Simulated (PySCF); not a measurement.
Spinor energies of Ir⁺ (iridium, charge +1)

Start: [Xe] 4f14 5d6 6s2; 5d3/2 filled at m_j = +3/2; 5d5/2 filled at m_j = -3/2, -1/2, +1/2, +3/2, +5/2. Calculated with PySCF 2.14 in x2c-SVPall-2c with one added diffuse shell each of s, d type (8s9p10d2f, 99 functions): generalised Hartree-Fock with the X2C-1e Hamiltonian and a Gaussian nucleus; one run each with spin-orbit coupling (SO) switched off, then screened by Boettger's factors. This is a chosen level, not necessarily the ground level.

```csv
spinor shell,electrons,"ε, spin-free (eV)","ε, screened SO (eV)",weight of nominal j (screened SO),"rms radius, screened SO (bohr)"
1s1/2,2,-76542.3,-76515.5,1.000,0.0197
2s1/2,2,-13548.5,-13539.9,1.000,0.0796
2p1/2,2,-11780.9,-12949.1,1.000,0.0675
2p3/2,4,-11780.9,-11315.5,1.000,0.0752
3s1/2,2,-3244.7,-3241.6,1.000,0.203
3p1/2,2,-2719.3,-2977.5,1.000,0.195
3p3/2,4,-2719.3,-2613.9,1.000,0.210
3d3/2,4,-2132.4,-2176.7,1.000,0.186
3d5/2,6,-2132.4,-2099.6,1.000,0.189
4s1/2,2,-737.06,-735.89,1.000,0.450
4p1/2,2,-561.64,-623.10,1.000,0.456
4p3/2,4,-561.64,-536.05,1.000,0.489
4d3/2,4,-341.58,-350.65,0.999,0.508
4d5/2,6,-341.58,-334.12,0.999,0.519
5s1/2,2,-127.46,-127.06,1.000,1.05
4f5/2,6,-94.835,-96.029,0.988,0.586
4f7/2,8,-94.835,-92.730,0.991,0.586
5p1/2,2,-78.656,-89.729,0.953,1.19
5p3/2,4,-78.656,-73.518,0.978,1.23
5d5/2,5,-24.908,-25.365,0.458,1.71
5d3/2,1,-24.908,-21.849,0.599,1.76
6s1/2,2,-16.682,-16.640,0.982,2.92
```

```csv
quantity,spin-free,screened SO
E (hartree),-17813.01002,-17837.54330
M_J,4,4
⟨J²⟩,20.016,20.036
⟨L²⟩,6.005,6.995
⟨S²⟩,6.011,5.606
```

Each row is a mean over spinors that exchange with the open shell spreads, by up to 8.354 eV (5p3/2).

Rows whose weight is well below 1 are mixtures of j = l ± 1/2: exchange outweighs spin-orbit coupling there, and the label is only the starting occupation.

Breit and QED terms are absent; they matter most for the inner s and p1/2 levels.

Densities and radii are taken from the X2C orbitals without a picture-change correction, which distorts them close to the nucleus.

Without spin-orbit coupling the j labels of p, d and f shells carry no meaning; the spin-free column gives the mean over the occupied spinors of each nl shell.
